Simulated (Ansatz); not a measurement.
**Ligand exchange: Si(CH3)3F + NaNH2 → Si(CH3)3(NH2) + NaF**

Species: Si(CH3)3F, singlet; NaNH2 `[NH2][Na]`, singlet; Si(CH3)3(NH2), singlet; NaF, singlet. The partners trade F for NH2: Si–F and Na–NH2 bonds give way to Si–NH2 and Na–F.

Shapes, held fixed at every level: PBE0-D4/def2-TZVP. Flexible molecules stand in one conformer, not always the lowest. Programs: Ansatz 0.2.0. The zero-point and thermal change to 298 K, harmonic and unscaled (PBE0-D4/def2-TZVP), is +4.9 kJ/mol.

```csv
level,kind,ΔH(298 K) (kJ/mol),less CCSD(T)/def2-TZVPP,CPU time (sum over the molecules)
HF/def2-SVP,Hartree–Fock,-52.1,-12.0,–
r2SCAN-D4/def2-TZVPP,meta-GGA,-42.3,-2.2,48 s
BHLYP-D4/def2-TZVPP,global hybrid,-45.3,-5.2,34 s
PBE0-D4/def2-TZVPP,global hybrid,-47.2,-7.1,33 s
r2SCAN0-D4/def2-TZVPP,global hybrid,-44.9,-4.8,54 s
wB97X-V/def2-TZVPP,range-separated hybrid,-47.0,-6.9,82 s
CCSD(T)/def2-TZVPP,coupled cluster or CI,-40.1,0.0,45 min
```

The highest level, CCSD(T)/def2-TZVPP, gives ΔH(298 K) = -40.1 kJ/mol; the levels span -52.1 to -40.1. The column of differences is taken from that level and isn't an error. No measured value is set beside it here. Outer-core shells of Na are correlated, in sets that cover them unevenly. Times are processor times on shared x86 and Arm servers, and rough.
